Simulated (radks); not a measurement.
The numbers below are computed, except where a source is named.
The table gives one normalised radial function P(r) = r R(r) (large component) of C in [He] 2s1.75 2p2.25 (r in bohr). Level of theory: Dirac Kohn-Sham, exchange-only B88, spin-unpolarised, spherical densities, point nucleus; open shells are shared between the two j in proportion to 2j + 1 (a radial shooting solver on a logarithmic mesh with Libxc functionals).

| r | P |
|---|---|
| 0.02705 | 0.6386 |
| 0.03002 | 0.6960 |
| 0.03357 | 0.7620 |
| 0.03725 | 0.8270 |
| 0.04134 | 0.8954 |
| 0.04623 | 0.9724 |
| 0.0513 | 1.0468 |
| 0.05738 | 1.1290 |
| 0.06367 | 1.2066 |
| 0.07065 | 1.2844 |
| 0.07902 | 1.3670 |
| 0.08768 | 1.4410 |
| 0.09729 | 1.5107 |
| 0.1088 | 1.5790 |
| 0.1207 | 1.6338 |
| 0.134 | 1.6781 |
| 0.1499 | 1.7116 |
| 0.1663 | 1.7272 |
| 0.186 | 1.7250 |
| 0.2064 | 1.7034 |
| 0.229 | 1.6621 |
| 0.2561 | 1.5947 |
| 0.2842 | 1.5115 |
| 0.3154 | 1.4096 |
| 0.3527 | 1.2817 |
| 0.3914 | 1.1497 |
| 0.4378 | 0.9980 |
| 0.4858 | 0.8537 |
| 0.539 | 0.7111 |
| 0.6029 | 0.5653 |
| 0.669 | 0.4419 |
| 0.7423 | 0.3336 |
| 0.8302 | 0.2360 |
| 0.9212 | 0.1637 |
| 1.022 | 0.1083 |
| 1.143 | 0.0654 |
| 1.269 | 0.0385 |
| 1.419 | 0.0203 |
| 1.575 | 0.0104 |
| 1.747 | 0.0049 |
| 1.954 | 0.0020 |
| 2.168 | 0.0008 |
| 2.406 | 0.0003 |
| 2.691 | 0.0001 |
| 2.986 | 0.0000 |
| 3.313 | 0.0000 |
| 3.706 | 0.0000 |
| 4.112 | 0.0000 |
| 4.6 | 0.0000 |
| 5.104 | 0.0000 |
| 5.663 | 0.0000 |
| 6.334 | 0.0000 |
| 7.028 | 0.0000 |

Which n and l does it have? It may be an empty orbital.

Answer. n = 1, l = 0: the number of nodes gives n - l - 1 = 0, the rise at small r points to l (this Dirac orbital starts as r^gamma with gamma = sqrt((l + 1)^2 - (Z/c)^2) = 1.00; the j = 1/2 orbital of l + 1 starts with the same power, but with a smaller coefficient, and then steepens), and the extent must fit the shell. The curve is that of 1s1/2. 1s1/2: eigenvalue -273.34 eV, 0 radial nodes, <r> = 0.271 bohr, 90 % of the charge inside 0.486 bohr.
